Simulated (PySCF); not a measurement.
# Static response to an electric field

Species: benzotrifluoride, C7H5F3.
Structure used (PBE0-D3(BJ)/def2-SVP), in Å, numbered top down from 1:
```xyz
15
C7H5F3 angstrom
F      2.640    0.630   -1.129
C      2.188    0.057   -0.006
F      2.671    0.773    1.015
F      2.732   -1.161    0.062
C      0.686    0.003    0.018
C      0.018   -1.177   -0.304
C     -1.375   -1.201   -0.318
C     -2.097   -0.048   -0.013
C     -1.425    1.131    0.311
C     -0.034    1.159    0.329
H      0.590   -2.077   -0.537
H     -1.899   -2.126   -0.567
H     -3.189   -0.068   -0.024
H     -1.989    2.034    0.555
H      0.498    2.076    0.590
```

Level: CAM-B3LYP/def2-SVPD (PySCF), static field, nuclei fixed, core orbitals frozen in the response. The polarisability tensor in these axes (au):

```
x   99.88  0.46  0.04
y    0.46 86.23  8.93
z    0.04  8.93 55.61
```

Give the principal values, the mean and the anisotropy Δα = √{½[(α1 − α2)² + (α2 − α3)² + (α1 − α3)²]}.

Principal values 53.20, 88.63 and 99.90 au; mean 80.58 au = 11.94 Å³ = 13.29 × 10⁻⁴⁰ C²·m²/J; Δα = 42.21 au (52 % of the mean).

What is the dipole moment, and where does it point?

(-2.90, -0.12, 0.04) D, 2.90 D in size, pointing from the negative to the positive side. Measured along this direction, the outermost atoms are F3, F4 and F1 at the negative end and H13 at the positive end.

Directions of the eigenvectors, and the extent of the frame along each?

Largest value along (1.00, 0.04, 0.01), where the nuclei span 5.90 Å; middle along (-0.04, 0.96, 0.26), 4.35 Å; least along (0.00, -0.26, 0.97), 2.03 Å. The response follows the extents in order.

In a dilute gas of rigid molecules at 250 K, how does the orientational term μ²/3kT compare with the electronic polarisability?

In Gaussian units μ²/3kT = 81.32 Å³ against 11.94 Å³, a ratio of 6.81; the Debye molar polarisation (4π/3)N_A(α + μ²/3kT) is 235.2 cm³/mol, leaving out the vibrational part.

Find the Langevin capture rate constant for NO+ (29.998 u) meeting this molecule (146.034 u), k = 2.342 × 10⁻⁹ cm³/s × √(α in Å³ / reduced mass in u).

The reduced mass is 24.89 u, so k = 1.62 × 10⁻⁹ cm³/s. The formula leaves out the permanent dipole, which adds to the capture rate.

Refractivity n − 1 of an ideal gas of it at 298.15 K and 1 atm, from the electronic α?

N = p/kT = 2.4615 × 10¹⁹ cm⁻³, so n − 1 = 2π × N × 11.94 × 10⁻²⁴ cm³ = 1847 × 10⁻⁶ at long wavelengths, for an ideal gas.

What molar refraction does this α imply?

Lorentz–Lorenz: R = (4π/3)N_A α = 2.5225 cm³/(mol·Å³) × 11.94 Å³ = 30.1 cm³/mol, in the limit of long wavelengths.

Geometry: PBE0-D3(BJ)/def2-SVP; no solvent, vibrations or thermal averaging.
